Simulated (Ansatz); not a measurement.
C₂H₆N (SMILES CC[NH]), doublet, geometry from GFN2-xTB. Base run: HF/def2-SV(P) run with Ansatz (a first-principles code).

Here is a job for Ansatz.
Ansatz 0.2 input:
```yaml
crystal:
  periodic: [false, false, false]
  atoms:
    - {symbol: C, position_ang: [-1.19313295, 0.22923342, -0.14377722]}
    - {symbol: C, position_ang: [0.17798836, -0.43028425, -0.21453957]}
    - {symbol: N, position_ang: [1.14617846, 0.31410065, 0.45646090]}
    - {symbol: H, position_ang: [-1.93180819, -0.36761044, -0.67294346]}
    - {symbol: H, position_ang: [-1.14924284, 1.21969932, -0.58787706]}
    - {symbol: H, position_ang: [-1.49733299, 0.33708216, 0.89352925]}
    - {symbol: H, position_ang: [0.12084398, -1.46133405, 0.19198873]}
    - {symbol: H, position_ang: [0.46550918, -0.58740119, -1.27484163]}
    - {symbol: H, position_ang: [2.05964920, -0.13283533, 0.40481861]}
basis:
  gaussian:
    orbitals: def2-SV_P_.json
hamiltonian:
  xc: hf
magnetization: {spin_polarized: true, initial_magnetization: 1}
```
The basis file holds def2-SV(P) in the JSON format of the Basis Set Exchange.

The base run was repeated with changes; each row names its change, and settings that it needs were set with it.

```tsv
change	ΔE vs base (mEh)
base	0.000
accuracy = high	0.000
fitting.mean_field = cc-pVTZ-JKFIT	0.012
point_charge = charge:-1.0 position_ang:-0.1322, 4.0374, -3.4467	0.309
lower_state_search = off	0.000
point_charge = charge:0.5 position_ang:-0.6455, -5.3932, -0.2742	1.799
lower_state_search = light	0.000
lower_state_search = full	0.000
nuclear_model = gaussian	0.013
fitting.mean_field = def2-universal-JKFIT	0.050
forces = on	0.000
```
